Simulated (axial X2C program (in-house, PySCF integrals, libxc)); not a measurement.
The numbers below are computed, except where a source is named.
# CdSe: input and output of an EOM-EE-CCSD run

Program: an in-house all-electron X2C program for linear molecules (integrals from PySCF).

Input and command:
```json
{"zs": [48, 34], "q": 0, "bas": ["dyall-acv3z", "dyall-acv3z"], "r0": 2.51, "eom": "ee", "thr": -2.0, "nmax": 88}
```
```bash
python soeom.py task.json out
```

Keys: zs atomic numbers; q charge; bas basis sets; r0 starting distance in Å; eom kind of EOM run; thr threshold in hartree for freezing inner shells (an s shell follows its p shell); nmax most natural virtual spinors.

Output at R = 2.580 Å (near the PBE0 minimum at charge 0 of the determinant lowest at the starting distance; the state shown can have its own minimum elsewhere, which is not the closed-shell reference), reference CdSe:

```
two-component X2C + atomic mean field  HF
basis functions 277  fitting functions 1353  grid points 5801
iter        total energy     max residual
   1      -8011.591309273     2.33e+01
   2      -8013.097415274     2.08e+01
   3      -8014.256912652     1.64e+01
   4      -8015.300203439     1.08e+01
   5      -8015.926901629     3.96e+00
   6      -8016.031342465     2.93e+00
   7      -8016.113615051     1.74e+00
   8      -8016.156282132     1.49e+00
   9      -8016.203584444     1.30e+00
  10      -8016.231658077     1.03e+00
  11      -8016.246933255     6.92e-01
  12      -8016.261916972     4.66e-01
  13      -8016.272715636     4.26e-01
  14      -8016.283008868     4.64e-01
  15      -8016.293575182     5.78e-01
  16      -8016.302844799     5.92e-01
  17      -8016.309654130     5.14e-01
  18      -8016.315044689     4.57e-01
  19      -8016.321840870     3.18e-01
  20      -8016.330685872     3.58e-01
  21      -8016.339312534     2.84e-01
  22      -8016.346003545     1.15e-01
  23      -8016.350296318     5.95e-02
  24      -8016.352908044     7.94e-02
  25      -8016.354440603     5.48e-02
  26      -8016.355033540     3.89e-02
  27      -8016.355247273     1.31e-02
  28      -8016.355350545     1.85e-02
  29      -8016.355399692     3.14e-03
  30      -8016.355413405     2.12e-03
  31      -8016.355416999     1.74e-03
  32      -8016.355418365     7.32e-04
  33      -8016.355418808     4.13e-04
  34      -8016.355418940     2.46e-04
  35      -8016.355418982     2.18e-04
  36      -8016.355418995     1.61e-04
  37      -8016.355418997     7.09e-05
  38      -8016.355418998     6.86e-05
  39      -8016.355418998     3.18e-05
  40      -8016.355418998     7.17e-06
  41      -8016.355418998     2.33e-06
  42      -8016.355418998     4.05e-06
  43      -8016.355418998     1.85e-06
converged
one-electron -11747.30034045  Coulomb 3640.34757821  exact exchange -240.19736687  xc functional 0.00000000  nuclear repulsion 334.73535202  atomic mean-field constant -3.94064191
correlated 18  virtual 340  natural virtual 84  E(MP2) -0.617464312  MP2 remainder -0.139173433
iter   CCSD correlation   residual
   1     -0.450388406   1.55e-01
   2     -0.460891227   7.62e-02
   3     -0.464675707   3.60e-02
   4     -0.464384659   1.52e-02
   5     -0.464458146   8.57e-03
   6     -0.464503579   6.58e-03
   7     -0.464497011   6.03e-03
   8     -0.464560502   5.49e-03
   9     -0.464570333   4.50e-03
  10     -0.464608841   3.30e-03
  11     -0.464595724   2.18e-03
  12     -0.464606888   1.09e-03
  13     -0.464598504   4.40e-04
  14     -0.464599625   2.61e-04
  15     -0.464600779   8.93e-05
  16     -0.464601729   4.57e-05
  17     -0.464602232   2.21e-05
  18     -0.464602305   1.07e-05
  19     -0.464602242   6.62e-06
  20     -0.464602182   4.25e-06
  21     -0.464602136   3.08e-06
  22     -0.464602128   2.02e-06
(T) -0.012396215  T1 0.0562  D1 0.1554  max T2 0.127
EOM-EE-CCSD roots
2*Omega      energy/Eh   energy/eV  one-particle weight
    0       0.00543346      0.1479      0.938
    0       0.01201444      0.3269      0.887
    0       0.07065277      1.9226      0.946
    0       0.12538506      3.4119      0.892
    0       0.13403358      3.6472      0.879
    2       0.00247541      0.0674      0.925
    2       0.01862208      0.5067      0.910
    2       0.07172595      1.9518      0.935
    2       0.13043224      3.5492      0.860
    4       0.00120761      0.0329      0.906
    4       0.13311464      3.6222      0.856
    4       0.14633052      3.9819      0.868
    6       0.13963747      3.7997      0.864
```
T1 in the output is the amplitude norm over the root of the electron number; divide by √2 for the Lee–Taylor value.

Reference electrons by ω block (each with its −ω partner): 1/2: 26, 3/2: 12, 5/2: 3. Root energies count from the CCSD energy of the reference. The reference has large amplitudes (orbital relaxation or multireference character). All roots sought are printed; those with a small one-particle weight need a further excitation, are placed far too high, and may in truth lie low or lowest. Inner shells are frozen, and levels at this size can be off by some tenths of an eV.
